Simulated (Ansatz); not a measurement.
# Four-centre ligand exchange

Start structure (SnH4BrF, singlet), relaxed at PBE0-D4/def2-TZVP:

```xyz
7
angstrom
Sn -0.2884 -0.3543 -0.9098
Br 1.3662 -1.1975 0.7854
H -0.2015 -1.4943 -2.1687
H -1.7888 -0.3545 -0.1224
H 0.2694 1.1785 -1.3687
H 0.5955 0.7340 1.8812
F 0.0477 1.4883 1.9031
```

The step: SnH₃Br ([Br][SnH3]) + HF → SnH₃F ([F][SnH3]) + HBr; bonds formed: Sn1–F7, Br2–H6; bonds broken: Sn1–Br2, H6–F7. Program: Ansatz 0.2.0. Basis: def2-TZVPP and def2-QZVPP. Cores are frozen in the correlated methods. Filled d shells of the heavier atoms are correlated. Core potentials replace the inner electrons of the atoms past krypton. The def2 sets are not built for correlating such inner shells, so the correlated values are less sure here. Extrapolation: Hartree–Fock as exp(−7.88 √X), correlation as X^−2.97. Energies below are by CCSD(T) at an estimated basis limit (MP2 extrapolated from triple and quadruple zeta, plus CCSD(T) − MP2 in triple zeta).

(1) What are the electronic barrier and the energy of the step, from the start structure to the end structure? (To be estimated.)

The T1 diagnostic stays at or below 0.012.

Results:

(1) By the calculation: Barrier 23.34 kcal/mol; step energy 13.11 kcal/mol (uphill); reverse barrier, their difference, 10.23 kcal/mol. Barrier and step energy count from the start structure, the reverse barrier from the end structure.

The saddle point: One imaginary mode of 220i cm⁻¹.
| pair | start (Å) | saddle (Å) | end (Å) |
| --- | --- | --- | --- |
| Sn1–F7 | 3.38 | 2.14 | 1.95 |
| Br2–H6 | 2.35 | 1.73 | 1.44 |
| Sn1–Br2 | 2.51 | 3.02 | 4.25 |
| H6–F7 | 0.93 | 1.11 | 1.80 |

Zero-point energy (harmonic, PBE0-D4): ZPE is 20.47 kcal/mol at the start and 18.72 kcal/mol at the saddle, so the barrier goes from 23.34 to 21.60 kcal/mol.

Labels in which every atom is bracketed show which atoms are joined, not bond orders.

For scale, one of the runs: CCSD(T)/def2-TZVPP, 185 basis functions (an equivalent command: `ansatz run in.yaml --threads 4`). The run took 72 s on 4 CPU threads (shared host), with 2.3 GiB of host memory at its peak.
